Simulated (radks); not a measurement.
Question: All-electron atom: Os2+ in [Xe] 4f14 5d6. Calculated with a radial shooting solver on a logarithmic mesh with Libxc functionals: scalar-relativistic Kohn-Sham, revPBE, spin-polarised, spherical densities, finite nucleus; open shells are filled with parallel spins first (spin-orbit coupling, left out, can overturn this in heavy ions); Fermi nuclear charge, rms radius 5.4126 fm. Some entries of the table are withheld. Estimate them.

| orbital | occ. | eigenvalue (eV) | <1/r> (bohr^-1) |
|---|---|---|---|
| 1s down | 1 | -73864.75 | 90.43 |
| 1s up | 1 | -73864.74 | 90.43 |
| 2s up | 1 | -12879.16 | 21.17 |
| 2s down | 1 | -12878.94 | 21.17 |
| 2p up | 3 | -11219.20 | 19.05 |
| 2p down | 3 | -11219.02 | 19.05 |
| 3s up | 1 | -3010.170 | 7.846 |
| 3s down | 1 | -3010.100 | 7.846 |
| 3p up | 3 | -2522.531 | 7.212 |
| 3p down | 3 | -2522.450 | 7.212 |
| 3d up | 5 | -1977.159 | 6.804 |
| 3d down | 5 | -1977.003 | 6.804 |
| 4s up | 1 | -648.6459 | 3.345 |
| 4s down | 1 | -648.4396 | 3.345 |
| 4p up | 3 | -488.6451 | 3.033 |
| 4p down | 3 | -488.4579 | 3.032 |
| 4d up | 5 | -289.8070 | 2.707 |
| 4d down | 5 | -289.5894 | 2.707 |
| 5s up | 1 | -109.2040 | 1.329 |
| 5s down | 1 | -107.3781 | 1.340 |
| 4f up | 7 | -68.9732 | 2.237 |
| 5p up | 3 | -68.8608 | 1.122 |
| 4f down | 7 | -68.5807 | 2.244 |
| 5p down | 3 | -66.4618 | 1.134 |
| 5d up | 5 | (1) | 0.7683 |
| 6s up | 0 | -21.3981 | 0.4900 |
| 5d down | 1 | (2) | 0.7631 |
| 6s down | 0 | -19.4219 | 0.4676 |
| 6p up | 0 | -14.1124 | 0.3818 |
| 6p down | 0 | -12.8763 | 0.3607 |

Answer: 
(1) 5d up eigenvalue (eV): -23.9708
(2) 5d down eigenvalue (eV): -21.0719
